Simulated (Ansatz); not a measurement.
The lowest singlet and triplet of FHSi (SMILES F[SiH]); geometries from B3LYP-D3(BJ)/def2-TZVP, each state relaxed from the structure named, with no frequency check.
Singlet at the triplet's geometry (charge 0, multiplicity 1):
```tsv
atom	x (Å)	y (Å)	z (Å)
F	0.9261	-0.4626	0.0000
Si	-0.4757	0.3370	0.0000
H	-1.6752	-0.5540	0.0000
```

A positive gap puts the triplet lower; no zero-point energy. R- takes a restricted singlet. U- takes an unrestricted singlet (broken symmetry where lower, unprojected). The triplet is unrestricted in single-reference levels. Active spaces average the two states.

Cores are frozen in the correlated methods.

Programs: Ansatz (a first-principles code). Each number belongs to the level named beside it.

```csv
level,"gap E(singlet) − E(triplet), vertical, at the triplet's geometry (kcal/mol)"
U-HF/cc-pV(Q+d)Z (spin-contaminated),-18.07
R-B3LYP/def2-TZVPP,-32.25
U-SCS-MP2/cc-pV(T+d)Z (spin-contaminated),-27.38
R-SCS-MP2/cc-pV(Q+d)Z,(withheld)
R-CCSD/cc-pV(Q+d)Z,-32.32
U-CCSD/cc-pV(Q+d)Z (spin-contaminated),-31.91
R-CCSDT(Q)/cc-pV(D+d)Z,-33.00
"SC-NEVPT2 on SA-CASSCF(2,2)/cc-pV(D+d)Z",-32.69
"FIC-MRCISD+Q on SA-CASSCF(2,2)/cc-pV(Q+d)Z",-33.13
```

**Question.** What belongs in the gaps?

**Answer.** 
- R-SCS-MP2/cc-pV(Q+d)Z, gap E(singlet) − E(triplet), vertical, at the triplet's geometry (kcal/mol): -34.45

Doubts at one or more of the structures used: a restricted determinant that unrestricted orbitals would lower (R-SCS-MP2/cc-pV(Q+d)Z, R-CCSD/cc-pV(Q+d)Z, R-CCSDT(Q)/cc-pV(D+d)Z); T1 above 0.05 (U-CCSD/cc-pV(Q+d)Z (spin-contaminated)).
